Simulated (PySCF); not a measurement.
These are PBE-D3(BJ)/def2-TZVP // PBE0-D4/def2-TZVP in PySCF values and carry that method's errors. All species are isolated molecules in the gas phase. 

Reference species (SMILES): `[CH3][In]([CH3])[CH3]` (neutral, multiplicity 1).

```yaml
HOMO–LUMO gap: 4.28 eV
```

Changed species: `[InH3]` (0 of 3 H replaced by CH3; the reference has 3 of 3 H replaced by CH3).

### Question
Give the shifts of the HOMO–LUMO gap.

### Answer
the HOMO–LUMO gap rises by 0.07 eV, to 4.35 eV.
